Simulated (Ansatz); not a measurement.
Consider the formal exchange of groups at the Si–Cl bond: `Cl[Si](Cl)(Cl)Cl` + `ClC[TeH]` → `Cl[Si](Cl)(Cl)[TeH]` + `ClCCl`.

Program: Ansatz. Geometries: PBE0-D4/def2-TZVP. ΔE: electronic, gas phase. CCSD(T)/CBS adds triple-zeta CCSD(T) − MP2 to the extrapolated MP2 energy (def2 sets, frozen cores). This one scheme is used for every species. Functionals use def2-TZVPP. Elements past krypton have def2 core potentials. For Te outer-core shells are correlated without core-valence functions, which leaves a few kJ/mol of doubt a bond.

```json
{"level": "r2SCAN0-D4", "ΔE (kJ/mol)": "58.3", "difference from CCSD(T)/CBS": "-3.0"}
{"level": "ωB97X-V", "ΔE (kJ/mol)": "59.4", "difference from CCSD(T)/CBS": "-1.9"}
{"level": "PBE", "ΔE (kJ/mol)": "49.7", "difference from CCSD(T)/CBS": "-11.6"}
{"level": "BLYP", "ΔE (kJ/mol)": "56.1", "difference from CCSD(T)/CBS": "-5.2"}
{"level": "PBE0", "ΔE (kJ/mol)": "53.3", "difference from CCSD(T)/CBS": "-8.0"}
{"level": "LC-ωPBE", "ΔE (kJ/mol)": "59.3", "difference from CCSD(T)/CBS": "-2.0"}
{"level": "RPA@PBE/def2-TZVPP", "ΔE (kJ/mol)": "63.8", "difference from CCSD(T)/CBS": "2.5"}
{"level": "MP2/def2-TZVPP", "ΔE (kJ/mol)": "64.2", "difference from CCSD(T)/CBS": "2.9"}
{"level": "MP2/def2-QZVPP", "ΔE (kJ/mol)": "62.8", "difference from CCSD(T)/CBS": "1.5"}
{"level": "MP2/CBS(def2)", "ΔE (kJ/mol)": "61.4", "difference from CCSD(T)/CBS": "0.1"}
{"level": "CCSD(T)/CBS", "ΔE (kJ/mol)": "61.3", "difference from CCSD(T)/CBS": "0"}
```

Largest T1 diagnostic among the species: 0.010.

Leaving LDA and LC-ωPBE aside and taking each functional with its dispersion term where it has one, the values, not all of them listed here, spread over 18.4 kJ/mol, from PBE-D4 to B97M-V. From PBE to PBE0 (25 % exact exchange), in def2-TZVPP and without D4, ΔE moves by +3.6 kJ/mol.
